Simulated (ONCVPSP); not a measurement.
palladium (Pd): excitation energies, all-electron against ONCV

Pd (Z = 46), optimised norm-conserving Vanderbilt (ONCV), made with ONCVPSP 4.0.1 (PBEsol, fully relativistic). Core [Ar] 3d10, reference 4s2 4p6 4d9 (charge +1). Waves: 4s: rc 1.40 bohr, ncon 3, nbas 6, qcut 9.5 1/bohr, 2 projectors, debl 1.2 Ha; 4p: rc 1.70 bohr, ncon 3, nbas 7, qcut 6.4 1/bohr, 1 projector; 4d: rc 2.05 bohr, ncon 4, nbas 9, qcut 8.2 1/bohr, 2 projectors, debl 1.3 Ha. Local part: polynomial inside 1.25 bohr (lpopt 3, dvloc0 0 Ha). Core correction: none.

Open shells are filled in proportion to 2j + 1.

In the s channel the program set the typed energies aside and used -3.548, 0.250 Ha.

Energies are relative to the spin-unpolarised reference configuration 4s2 4p6 4d9; without spin polarisation the order of configurations can differ from experiment.

```tsv
valence configuration	charge	ΔE all-electron (eV)	error AE − PS (meV)
4s2 4p6 4d10	0	-9.125	+1.0
4s2 4p6 4d7	+3	55.164	+45
```

What are ΔE and the potential's error for 4s2 4p6 4d6?

ΔE = 104.483 eV all-electron; the error (AE − PS) is +162 meV.

What are ΔE and the potential's error for 4s2 4p6 4d8?

ΔE = 20.819 eV all-electron; the error (AE − PS) is +6.2 meV.
